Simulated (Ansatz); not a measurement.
**Question.** Predict a relaxed structure of Ag₃Au, charge 0, singlet, at B3LYP-D4/def2-SVP (Ansatz).

**Answer.** 
```tsv
atom	x (Å)	y (Å)	z (Å)
Au1	0.140	-1.672	1.730
Ag2	-0.676	-0.862	-0.775
Ag3	-0.146	1.676	-1.730
Ag4	0.681	0.857	0.775
```
Point group C2v (tolerance 0.1 Å). This is one stationary point.

In the def2 sets Ag, Au take a core potential; there is no spin–orbit coupling. The relaxation made no stability test and no search for a lower SCF solution. The structure comes from a short search, and lower isomers may exist.
